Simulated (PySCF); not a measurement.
An excited-state table with gaps

Compound: diboron tetrafluoride, B₂F₄.
SMILES: `B(F)(F)B(F)F`

Method: TDDFT wB97X-D/def2-SVPD, vertical, gas phase, core orbitals frozen in the response (PySCF). Isolated species at its PBE0-D3(BJ)/def2-SVP geometry, gas phase. Torsions of this conformer, `[F:1][B:2]([F:3])[B:4]([F:5])[F:6]`: F1–B2–B4–F5 58°.

Orbital energies (eV): HOMO-3 -15.10, HOMO-2 -14.75, HOMO-1 -14.61, HOMO -12.16, LUMO 0.17, LUMO+1 1.85, LUMO+2 2.07.

Lowest singlets, with some entries withheld (?).

```
state  λ (nm)  f  main configurations (H = HOMO, L = LUMO)
   S1   176.2  ?                                 H→L (98%)
   S2   141.8  ?                               H→L+2 (92%)
   S3   133.8  ?                               H-1→L (93%)
   S4   131.9  ?                               H-2→L (90%)
   S5   125.7  ?                               H→L+1 (96%)
   S6   119.9  ?                  H-3→L (77%), H-5→L (19%)
   S7   118.4  ?                               H-4→L (95%)
   S8   117.6  ?                               H→L+3 (92%)
   S9   113.7  ?                  H-5→L (72%), H-3→L (17%)
  S10   107.9  ?                H-1→L+2 (56%), H-6→L (36%)
```

(1) What stands in place of each question mark?

(2) Which level carries the most intensity, and what share of the listed sum of f?

(3) What is the vertical ionisation energy by ΔSCF at this level?

(4) Where do the lowest triplets lie (Tamm–Dancoff)?

Answers

(1) 
- S1: f = 0.043
- S2: f = 0.036
- S3: f = 0.0000
- S4: f = 0.0038
- S5: f = 0.0000
- S6: f = 0.049
- S7: f = 0.015
- S8: f = 0.179
- S9: f = 0.059
- S10: f = 0.0000

(2) S8, with f = 0.179 of 0.386, 47%.

(3) 13.01 eV; −ε(HOMO) is 12.16 eV.

(4) T1 5.74 eV, H→L (97%); T2 7.79 eV, H→L+2 (94%); T3 9.09 eV, H-1→L (91%); T4 9.20 eV, H-2→L (90%). E(S1) − E(T1) = +1.30 eV.

Hardware: an Arm Neoverse V2 with one thread, no GPU, shared host with 96 logical CPUs at a one-minute load of 60. Cost: 19 s, 0.56 GiB resident at most.
